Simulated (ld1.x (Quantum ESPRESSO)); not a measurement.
**u(r) = r·R(r): atom against pseudo-atom (Pb (Z = 82))**

Columns: radius, all-electron u(r) and pseudo u(r) of the 6p shell (level -17.49 eV) of lead in the configuration [Xe] 4f14 5d10 6s2 6p0; LDA (PZ), scalar-relativistic, PAW scheme, ld1.x (Quantum ESPRESSO) 7.5.

| r (bohr) | all-electron | pseudo |
| --- | --- | --- |
| 0.125 | -0.1446 | 0.0057 |
| 0.250 | 0.1366 | 0.0228 |
| 0.375 | 0.1708 | 0.0503 |
| 0.500 | -0.0541 | 0.0873 |
| 0.625 | -0.2528 | 0.1323 |
| 0.750 | -0.3296 | 0.1835 |
| 0.875 | -0.2968 | 0.2392 |
| 1.000 | -0.1941 | 0.2972 |
| 1.125 | -0.0582 | 0.3558 |
| 1.250 | 0.0856 | 0.4132 |
| 1.375 | 0.2222 | 0.4679 |
| 1.500 | 0.3436 | 0.5184 |
| 1.625 | 0.4462 | 0.5638 |
| 1.750 | 0.5293 | 0.6033 |
| 1.875 | 0.5936 | 0.6363 |
| 2.000 | 0.6407 | 0.6625 |
| 2.125 | 0.6723 | 0.6815 |
| 2.250 | 0.6905 | 0.6933 |
| 2.375 | 0.6973 | 0.6977 |
| 2.500 | 0.6945 | 0.6945 |
| 2.625 | 0.6838 | 0.6838 |
| 2.750 | 0.6667 | 0.6667 |
| 2.875 | 0.6447 | 0.6447 |
| 3.000 | 0.6188 | 0.6188 |
| 3.125 | 0.5903 | 0.5903 |
| 3.250 | 0.5599 | 0.5599 |

(1) How many radial nodes do the two functions have?

(2) At about which radius was the pseudo-wave matched?

(3) Is the pseudo-wave norm-conserving?

Answers

(1) The all-electron 6p function has n − l − 1 = 4 (the table is too coarse to show those close to the nucleus); the pseudo-wave has 0, since the states of the same l below it are removed with the core.

(2) 2.50 bohr, where the columns begin to agree (steps of 0.12 bohr).

(3) No, it belongs to a PAW set: the norm inside the radius is not constrained, and the difference is carried by the augmentation charge.
